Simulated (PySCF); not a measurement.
Cd(I)(OSiH3), SMILES [O]([Cd][I])[SiH3] (PBE0/def2-SVP optimised geometry):

```
7

Cd    -0.979     1.966     1.102
I     -0.938     4.150     2.461
O     -1.060     0.343     0.000
Si    -0.442    -1.183     0.000
H      1.060    -1.183     0.000
H     -0.908    -1.909    -1.221
H     -0.876    -1.966     1.205
```

Computed with PySCF with PBE0/def2-TZVP, def2 effective core potentials past Kr.

Task: What are the frontier orbital energies and the dipole moment?

Result: HOMO-2 -8.29 eV, HOMO-1 -7.93 eV, HOMO -7.89 eV, LUMO -2.24 eV, LUMO+1 -0.69 eV; dipole moment 0.89 D.
